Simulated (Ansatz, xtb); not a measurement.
BClH2OSi: which of two isomers lies lower

Structure X is `O=B[SiH2]Cl`, a singlet and structure Y is `BO[Si]Cl`, a singlet. Both are isolated molecules in the gas phase, relaxed with B3LYP-D3(BJ)/def2-SVP; the shapes shown needn't be the lowest conformers.

X (Å):

```json
{"atom": "B", "x (Å)": "-2.1761", "y (Å)": "-0.7158", "z (Å)": "-0.4779"}
{"atom": "Cl", "x (Å)": "-4.7161", "y (Å)": "0.9185", "z (Å)": "-1.7695"}
{"atom": "O", "x (Å)": "-1.8515", "y (Å)": "-1.7768", "z (Å)": "-0.0115"}
{"atom": "Si", "x (Å)": "-2.7121", "y (Å)": "1.0454", "z (Å)": "-1.2513"}
{"atom": "H", "x (Å)": "-1.8970", "y (Å)": "1.3234", "z (Å)": "-2.4601"}
{"atom": "H", "x (Å)": "-2.5223", "y (Å)": "2.1103", "z (Å)": "-0.2348"}
```

Y (Å):

```yaml
atoms:
  - { symbol: B, position_ang: [-2.0651, -2.4894, -0.7047] }
  - { symbol: Cl, position_ang: [-0.6100, -6.1781, -0.7198] }
  - { symbol: O, position_ang: [-2.2950, -3.8120, -0.5997] }
  - { symbol: Si, position_ang: [-2.5788, -5.4443, -0.4687] }
  - { symbol: H, position_ang: [-1.8149, -1.8589, 0.2956] }
  - { symbol: H, position_ang: [-2.1251, -1.9709, -1.7947] }
```

Quicker runs give these differences E(Y) − E(X): GFN2-xTB −5.44 kcal/mol; HF/STO-3G +2.20 kcal/mol (at GFN2-xTB geometries); r2SCAN-D4/def2-SVP +5.35 kcal/mol (at GFN2-xTB geometries).

Task: Estimate E(Y) − E(X) at the level CCSD(T)/def2-TZVP.

Result: Too close to call at this level: CCSD(T)/def2-TZVP gives E(Y) − E(X) = +1.75 kcal/mol.

Level by level:

```csv
level,geometry,E(Y) − E(X) (kcal/mol),departure from the last row (kcal/mol),"job, with rough time for the two"
GFN2-xTB,GFN2-xTB,−5.44,−7.19,"optimisation, 0.4 s"
HF/STO-3G,GFN2-xTB,+2.20,+0.45,"single point, 0.68 s"
r2SCAN-D4/def2-SVP,GFN2-xTB,+5.35,+3.60,"single point, 5.6 s"
B3LYP-D3(BJ)/def2-SVP,B3LYP-D3(BJ)/def2-SVP,+1.48,−0.27,"optimisation, 40 s"
HF/def2-TZVP,B3LYP-D3(BJ)/def2-SVP,−2.48,−4.23,part of the CCSD(T) run
MP2/def2-TZVP,B3LYP-D3(BJ)/def2-SVP,+4.18,+2.43,part of the CCSD(T) run
CCSD(T)/def2-TZVP,B3LYP-D3(BJ)/def2-SVP,+1.75,,"single point, 93 s"
```

As drawn, Y has 1 B–O, 1 O–Si, 2 B–H in place of 1 B=O, 1 B–Si, 2 Si–H.

GFN2-xTB, HF/def2-TZVP put the two in the other order. The largest departure from CCSD(T)/def2-TZVP is that of GFN2-xTB, 7.19 kcal/mol.

With harmonic frequencies from B3LYP-D3(BJ)/def2-SVP (ideal gas, rigid rotor, one conformer each, 400 K, 1 atm): on the last row, ΔE + ΔZPE = +2.23, ΔH = +2.53, ΔG = +1.49 kcal/mol.

The correlated steps freeze 12 core orbitals. Codes used: Ansatz 0.2.0, xtb 6.7.1; the last row on 1 thread of AMD EPYC 7R43 64-Core Processor (Zen 3) on a shared host.
